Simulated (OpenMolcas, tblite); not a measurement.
**CH3BCl2O (SMILES COB(Cl)Cl): methods side by side**

CH3BCl2O: 8 atoms, total charge 0, spin state singlet. As SMILES, `COB(Cl)Cl`. The shape is that of a PBE0-D4/def2-TZVP optimisation.

```xyz
8

C    -0.1730   -0.6441    0.9404
O     0.0001   -0.5471   -0.4623
B     0.2130    0.5735   -1.1475
Cl    0.3829    0.4557   -2.8876
Cl    0.3318    2.1607   -0.3896
H     0.4521   -1.4624    1.2973
H     0.1042    0.2820    1.4452
H    -1.2188   -0.8754    1.1482
```

Quantity: the vertical energy of the triplet above the singlet, in eV. The values are calculated.

```json
{"level": "GFN2-xTB", "kind": "semi-empirical", "program": "tblite", "value (eV)": "6.08", "CPU time (all runs)": "under 2 s"}
{"level": "HF/def2-SVP", "kind": "Hartree–Fock", "program": "OpenMolcas", "value (eV)": "7.27", "CPU time (all runs)": "31 s"}
{"level": "SVWN5/def2-SVP", "kind": "LDA", "program": "OpenMolcas", "value (eV)": "6.47", "CPU time (all runs)": "1.7 min"}
{"level": "BLYP/def2-SVP", "kind": "GGA", "program": "OpenMolcas", "value (eV)": "6.40", "CPU time (all runs)": "3.3 min"}
{"level": "revPBE/def2-SVP", "kind": "GGA", "program": "OpenMolcas", "value (eV)": "6.40", "CPU time (all runs)": "2.9 min"}
{"level": "r2SCAN/def2-SVP", "kind": "meta-GGA", "program": "OpenMolcas", "value (eV)": "6.61", "CPU time (all runs)": "3.5 min"}
{"level": "PBE0/def2-SVP", "kind": "global hybrid", "program": "OpenMolcas", "value (eV)": "6.90", "CPU time (all runs)": "2.4 min"}
```

The values span 6.08 to 7.27 eV. A triplet this far above the singlet is often a Rydberg-like or dissociative state; sets without diffuse functions put Rydberg states too high. The upper state's dipole differs much between rows, so they may not all be the same state. CPU times are rough (shared hosts, several kinds of processor and program).
